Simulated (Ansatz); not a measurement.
Reaction (redistribution): `FC(S)NP` + `BN([SiH3])CC` → `CCN([SiH3])P` + `BNC(F)S`

Computed with Ansatz on PBE0-D4/def2-TZVP structures; ΔE is electronic, products minus reactants. CCSD(T)/CBS is the MP2 limit (def2-TZVPP, def2-QZVPP) plus CCSD(T) − MP2 in def2-TZVPP, frozen cores. DFT in def2-TZVPP. B3LYP here is the variant with VWN-RPA as its local correlation; programs differ in this. Each species was taken in one conformer, which may not be the lowest.

`FC(S)NP`:

Cartesian coordinates in Å:
```
F -0.656 -1.694 0.056
C 0.287 -0.736 -0.312
S 0.572 -0.855 -2.099
N -0.123 0.569 -0.020
P 0.118 1.189 1.557
H 1.191 -0.976 0.251
H 0.585 -2.196 -2.134
H -0.891 0.894 -0.590
H 0.129 2.569 1.229
H -1.213 1.235 2.061
```

`BN([SiH3])CC`:

Z-matrix (Å, degrees):
```
Si
N 1 1.749
H 1 1.488 2 110.4
H 1 1.488 2 109.2 3 117.7
H 1 1.479 2 109.1 3 -121.2
C 2 1.467 1 116.6 3 -56.6
B 2 1.396 1 122.5 3 124.2
C 6 1.517 2 112.5 1 88.2
H 6 1.097 2 109.3 1 -34.2
H 6 1.092 2 108.2 1 -150.1
H 7 1.200 2 119.1 1 177.7
H 7 1.197 2 119.6 1 -2.1
H 8 1.093 6 110.6 2 -179.1
H 8 1.092 6 111.4 2 -59.0
H 8 1.092 6 110.3 2 61.0
```

`CCN([SiH3])P`:

Cartesian coordinates in Å:
```
C 0.495 1.670 -0.493
C 0.112 0.728 0.633
N -0.035 -0.664 0.211
Si -1.626 -1.246 -0.147
P 1.323 -1.661 -0.012
H 0.595 2.692 -0.120
H -0.264 1.666 -1.279
H 1.448 1.382 -0.941
H -0.834 1.057 1.080
H 0.861 0.772 1.432
H -1.542 -2.699 -0.423
H -2.225 -0.549 -1.322
H -2.520 -0.978 1.014
H 2.165 -0.828 -0.810
H 2.047 -1.341 1.177
```

`BNC(F)S`:

```xyz
10

B     0.962   -0.321    1.329
N    -0.231    0.146    0.784
C    -0.623    0.253   -0.578
F    -0.714    1.591   -0.920
S     0.527   -0.603   -1.673
H     1.083   -0.282    2.516
H     1.814   -0.752    0.615
H    -0.939    0.516    1.401
H    -1.627   -0.152   -0.726
H    -0.251   -0.396   -2.747
```

| level | ΔE (kcal/mol) | difference from CCSD(T)/CBS |
| --- | --- | --- |
| PBE-D4 | 1.1 | -0.1 |
| B3LYP-D4 | 1.2 | 0.0 |
| PBE | 1.8 | 0.6 |
| PBE0 | 1.7 | 0.5 |
| B3LYP | 2.4 | 1.2 |
| HF/def2-TZVPP | 2.9 | 1.7 |
| SCS-MP2/def2-TZVPP | 1.5 | 0.3 |
| HF/def2-QZVPP | 2.8 | 1.6 |
| SCS-MP2/def2-QZVPP | 1.4 | 0.2 |
| MP2/CBS(def2) | 1.1 | -0.1 |
| CCSD(T)/CBS | 1.2 | 0 |

Largest T1 diagnostic among the species: 0.013.

The D4 term adds −1.1 kcal/mol with B3LYP and −0.6 kcal/mol with PBE0; it sums over pairs of atoms, weighted by their polarisabilities, and B3LYP, whose exchange is more repulsive, gets the larger term. In def2-TZVPP, CCSD(T) changes the Hartree–Fock value by −1.5 kcal/mol (the triples alone add −0.2 kcal/mol) and MP2 by −1.6 kcal/mol.

CCSD(T)/CBS has its own doubt, a few kJ/mol and more with outer-core shells, so smaller differences from it don't rank the levels.
